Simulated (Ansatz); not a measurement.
Species: sum formula SiN₂H₄Cl₂ (charge 0, singlet). SMILES: N[Si](N)(Cl)Cl
Coordinates optimised at B3LYP-D3(BJ)/def2-TZVP (Ansatz, a program for electronic structure):
```xyz
9

Si     0.0035    -0.3639     0.0078
Cl    -0.0753     0.8478    -1.6658
Cl     0.0581     0.9201     1.6277
N      1.3836    -1.3291     0.1763
N     -1.3574    -1.3621    -0.1183
H      1.5772    -2.0583    -0.4921
H      2.2193    -0.9647     0.6039
H     -2.1998    -1.0328    -0.5608
H     -1.5371    -2.0655     0.5810
```

Property: vertical triplet-singlet gap (E(triplet) - E(singlet); each state is the SCF solution reached for its spin), in kcal/mol. Correlated levels leave the core frozen unless marked. UHF or UKS for open shells. No spin-orbit coupling. Non-relativistic. Basis-set limits of correlation are two-point, X^-3; Hartree-Fock from the larger set.

```tsv
level	program	vertical triplet-singlet gap (kcal/mol)
HF/aug-cc-pV(T+d)Z	Ansatz	131.8
SVWN5/def2-TZVPD	Ansatz	134.9
PBE/def2-TZVPD	Ansatz	134.1
r2SCAN/def2-TZVPD	Ansatz	144.8
PBE0/def2-TZVPD	Ansatz	148.6
BHLYP/def2-TZVPD	Ansatz	150.5
CAM-B3LYP/def2-TZVPD	Ansatz	153.6
wB97X-V/def2-TZVPD	Ansatz	159.6
B2PLYP/def2-TZVPD	Ansatz	152.6
MP2/aug-cc-pV(D+d)Z	Ansatz	155.8
RI-MP2/aug-cc-pV(Q+d)Z	Ansatz	159.9
RI-MP2/CBS(aug-cc-pV(T+d)Z,aug-cc-pV(Q+d)Z)	Ansatz	160.9
CCSD/aug-cc-pV(D+d)Z	Ansatz	149.8
CCSD(T)/aug-cc-pV(D+d)Z	Ansatz	149.7
```
